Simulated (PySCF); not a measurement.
# Spinor energies of Te³³⁺ (tellurium, charge +33)

Start: [Ar] 3d1; 3d3/2 filled at m_j = +3/2. Calculated with PySCF 2.14 in an uncontracted even-tempered set (16 s from 5.9 bohr⁻², ratio 2.8; 12 p from 7.6 bohr⁻², ratio 2.8; 8 d from 7.6 bohr⁻², ratio 2.8; 3 f from 23 bohr⁻², ratio 3): generalised Hartree-Fock with the X2C-1e Hamiltonian and a Gaussian nucleus; one run each with spin-orbit coupling (SO) switched off, then screened by Boettger's factors.

```
spinor shell  electrons  ε, spin-free (eV)  ε, screened SO (eV)  weight of nominal j (screened SO)  rms radius, screened SO (bohr)
       1s1/2          2           -33666.6             -33663.2                              1.000                          0.0318
       2s1/2          2            -6648.3              -6647.0                              1.000                           0.128
       2p1/2          2            -6138.8              -6334.6                              1.000                           0.111
       2p3/2          4            -6138.8              -6049.4                              1.000                           0.116
       3s1/2          2            -2420.4              -2420.0                              1.000                           0.319
       3p1/2          2            -2247.9              -2296.3                              0.999                           0.307
       3p3/2          4            -2247.9              -2225.6                              1.000                           0.317
       3d3/2          1            -2059.8              -2068.1                              1.000                           0.276
```

```csv
quantity,spin-free,screened SO
E (hartree),-5982.18187,-5984.37768
M_J,3/2,3/2
⟨J²⟩,3.982,3.750
⟨L²⟩,6.001,6.013
⟨S²⟩,0.750,0.763
```

Each row is a mean over spinors that exchange with the open shell spreads, by up to 16.443 eV (3p1/2).

Breit and QED terms are absent; they matter most for the inner s and p1/2 levels.

Densities and radii are taken from the X2C orbitals without a picture-change correction, which distorts them close to the nucleus.

Without spin-orbit coupling the j labels of p, d and f shells carry no meaning; the spin-free column gives the mean over the occupied spinors of each nl shell, and its ⟨J²⟩ belongs to a mixture of degenerate components.
